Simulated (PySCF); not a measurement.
## Two-photon absorption: `CC1=C=CCCCCCC1`, C$_{10}$H$_{16}$

Molfile (atoms numbered from 1):
```
C10H16
     RDKit          3D

 26 26  0  0  0  0  0  0  0  0999 V2000
    3.1070   -0.1899   -0.9458 C   0  0  0  0  0  0  0  0  0  0  0  0
    1.8333   -0.1323   -0.1557 C   0  0  0  0  0  0  0  0  0  0  0  0
    1.1281    0.9598    0.0394 C   0  0  0  0  0  0  0  0  0  0  0  0
    0.2081    1.8629    0.2773 C   0  0  0  0  0  0  0  0  0  0  0  0
   -1.0951    1.9760   -0.4779 C   0  0  0  0  0  0  0  0  0  0  0  0
   -2.1857    1.1211    0.1999 C   0  0  0  0  0  0  0  0  0  0  0  0
   -2.3315   -0.3174   -0.3146 C   0  0  0  0  0  0  0  0  0  0  0  0
   -1.0561   -1.1374   -0.5034 C   0  0  0  0  0  0  0  0  0  0  0  0
   -0.1974   -1.3863    0.7442 C   0  0  0  0  0  0  0  0  0  0  0  0
    1.2955   -1.4325    0.4225 C   0  0  0  0  0  0  0  0  0  0  0  0
    3.9321   -0.5842   -0.3285 H   0  0  0  0  0  0  0  0  0  0  0  0
    3.3998    0.8002   -1.3193 H   0  0  0  0  0  0  0  0  0  0  0  0
    2.9996   -0.8719   -1.8062 H   0  0  0  0  0  0  0  0  0  0  0  0
    0.3071    2.4925    1.1731 H   0  0  0  0  0  0  0  0  0  0  0  0
   -1.4156    3.0295   -0.4979 H   0  0  0  0  0  0  0  0  0  0  0  0
   -0.9632    1.6679   -1.5273 H   0  0  0  0  0  0  0  0  0  0  0  0
   -3.1646    1.6143    0.0803 H   0  0  0  0  0  0  0  0  0  0  0  0
   -1.9951    1.1162    1.2868 H   0  0  0  0  0  0  0  0  0  0  0  0
   -2.8430   -0.2807   -1.2924 H   0  0  0  0  0  0  0  0  0  0  0  0
   -3.0241   -0.8517    0.3596 H   0  0  0  0  0  0  0  0  0  0  0  0
   -1.3340   -2.1069   -0.9502 H   0  0  0  0  0  0  0  0  0  0  0  0
   -0.4375   -0.6369   -1.2655 H   0  0  0  0  0  0  0  0  0  0  0  0
   -0.3684   -0.5944    1.4903 H   0  0  0  0  0  0  0  0  0  0  0  0
   -0.4963   -2.3286    1.2315 H   0  0  0  0  0  0  0  0  0  0  0  0
    1.8762   -1.7055    1.3221 H   0  0  0  0  0  0  0  0  0  0  0  0
    1.4955   -2.2330   -0.3133 H   0  0  0  0  0  0  0  0  0  0  0  0
  1  2  1  0
  2  3  2  0
  3  4  2  0
  4  5  1  0
  5  6  1  0
  6  7  1  0
  7  8  1  0
  8  9  1  0
  9 10  1  0
 10  2  1  0
  1 11  1  0
  1 12  1  0
  1 13  1  0
  4 14  1  0
  5 15  1  0
  5 16  1  0
  6 17  1  0
  6 18  1  0
  7 19  1  0
  7 20  1  0
  8 21  1  0
  8 22  1  0
  9 23  1  0
  9 24  1  0
 10 25  1  0
 10 26  1  0
M  END
```

Method: PySCF 2.14.0, TDDFT CAM-B3LYP/def2-SVPD excited states, vertical, gas phase. Geometry: PBE0-D3(BJ)/def2-SVP.

(1) Give the one- and two-photon strengths of the lowest singlets.

## Answers

(1) δ for parallel linear polarisation; σ at the peak of a Lorentzian of half width 0.1 eV, single beam; Ω is circular over linear.
| state | E (eV) | f | photon λ (nm) | δ (au) | σ (GM) | Ω | main |
| --- | --- | --- | --- | --- | --- | --- | --- |
| S1 | 5.51 | 0.001 | 450 | 2.29 | 0.03 | 1.44 | HOMO→LUMO 0.34, HOMO→LUMO+1 0.24 |
| S2 | 5.92 | 0.001 | 419 | 8.41 | 0.11 | 0.53 | HOMO−1→LUMO+1 0.40, HOMO→LUMO+1 0.27 |
| S3 | 6.61 | 0.038 | 375 | 34.1 | 0.55 | 1.39 | HOMO→LUMO 0.46, HOMO→LUMO+2 0.30 |
| S4 | 6.86 | 0.047 | 362 | 21.2 | 0.36 | 0.69 | HOMO−1→LUMO 0.71 |
| S5 | 6.94 | 0.553 | 357 | 29.8 | 0.53 | 0.80 | HOMO→LUMO+2 0.27, HOMO→LUMO+1 0.25 |
| S6 | 7.23 | 0.095 | 343 | 84.5 | 1.62 | 0.93 | HOMO→LUMO+4 0.52, HOMO→LUMO+3 0.15 |

Among these, the strongest one-photon state is S5, the strongest two-photon state S6, with a dipole change of 2.0 D (relaxed, norm of the difference vector).
